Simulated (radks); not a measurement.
Fractional charge and spin in the 4d shell of silver: the spin-up occupation runs from 4 to 5 and the spin-down occupation from 4 to 5; the fullest corner is Ag, [Kr] 5s(up 0.5, down 0.5) 4d(up 5, down 5). Method: scalar-relativistic Kohn-Sham, r2SCAN, spin-polarised, spherical densities, finite nucleus; meta-GGA in the generalised Kohn-Sham scheme; Fermi nuclear charge, rms radius of each element as measured or else 0.836 A^(1/3) + 0.57 fm; computed with a radial shooting solver on a logarithmic mesh with Libxc functionals. Energy (eV) above the fullest corner. The planes named below are the two flat planes that join the four corners, with an edge along up + down = one added electron.

\begin{tabular}{lrrr}
down \ up & 4 & 4.5 & 5 \\ \hline
4 & 39.810 & 24.849 & 13.220 \\
4.5 & 24.849 & 13.459 & 5.182 \\
5 & 13.220 & 5.182 & 0.000 \\
\end{tabular}

Corners above the fullest one (they belong to Ag+ and the next ion): (up 5, down 4) 13.220 eV, (up 4, down 5) 13.220 eV, (up 4, down 4) 39.810 eV. With half an added electron in each spin the energy lies 0.239 eV from the planes, and with half an added electron in spin up alone -1.666 eV. The planes are only a guide here: the flat-plane condition holds for ground states with one frontier orbital, while this shell lies below other occupied shells, so the corners above the fullest one are inner-hole states and not the ground states of those ions.
